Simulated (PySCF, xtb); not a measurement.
H3O, SMILES [OH3+], charge +1.

The structure is a stationary point at B3LYP-D3(BJ)/def2-TZVPD.

Computed with IEF-PCM-PBE0/def2-TZVPD (PySCF).

The values are the electrostatic part of the solvation free energy, E(continuum) − E(gas) at the gas-phase geometry, in a cavity of scaled van der Waals radii (PySCF's table); cavitation and dispersion terms are not included. In vacuum the orbital gap is 13.48 eV.

```json
[
 {"solvent": "water", "ε": "78.36", "ΔG(elec) (kcal/mol)": "-88.0", "gap (eV)": "13.08"},
 {"solvent": "chloroform", "ε": "4.71", "ΔG(elec) (kcal/mol)": "[?]", "gap (eV)": "[?]"},
 {"solvent": "tetrahydrofuran", "ε": "7.43", "ΔG(elec) (kcal/mol)": "-77.0", "gap (eV)": "13.13"}
]
```

Task: What belongs in the gaps? (An estimate is asked for; the answer gives what the named calculation found.)

Result: 
- chloroform, ΔG(elec) (kcal/mol): -70.0
- chloroform, gap (eV): 13.16

For comparison, GFN2-xTB/ALPB(water) (xtb, at the GFN2-xTB geometry, all terms of that model) gives -101.6 kcal/mol.
